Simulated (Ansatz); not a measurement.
A made-up structure of LiBNH₃Te, singlet:

| atom | x (Å) | y (Å) | z (Å) |
| --- | --- | --- | --- |
| Li1 | -0.8196 | 1.6105 | -0.7079 |
| Te2 | 1.3686 | 0.8717 | -1.0820 |
| N3 | 0.3036 | -0.9755 | -0.2281 |
| B4 | 0.0327 | -0.2473 | 0.6754 |
| H5 | -0.5013 | -1.1498 | -0.9296 |
| H6 | -1.1034 | 0.1502 | 0.5443 |
| H7 | 0.7194 | -0.2597 | 1.7279 |

It is relaxed with PBE-D4/def2-SVP and then PBE0-D4/def2-TZVP (Ansatz 0.2.0). Atoms count as bonded within 1.22 times the sum of their covalent radii (H–H: 0.88 Å). The end point is not checked to be a true minimum.

Does its bonding change? (A judgement: the text doesn't fix the answer.)

The calculation gives: Yes. Formed: Li1–H6; broken: none.

Where it ends: The first stage lowers the energy by 2.40 eV in 7 steps. It ends as LiBNH₃Te ([H]1[Li]2[Te]3[NH][BH]123):
```xyz
7
angstrom
Li -0.8972 1.7012 -0.4626
Te 1.3499 0.6813 -1.1186
N 0.4069 -1.0936 -0.3867
B 0.0009 -0.1842 0.6668
H -0.3113 -1.2967 -1.0742
H -1.1408 0.3205 0.6710
H 0.5916 -0.1284 1.7043
```

Labels in which every atom is bracketed show which atoms are joined, not bond orders.

For scale, one of the runs: PBE0-D4/def2-TZVP relaxation, 144 basis functions, launched by `ansatz run in.yaml --threads 2 --pin off --events-out ev --progress --plain --max-ram 4352MiB`. The run took about 32 s on 2 CPU threads of an Arm Neoverse V2 (shared host).
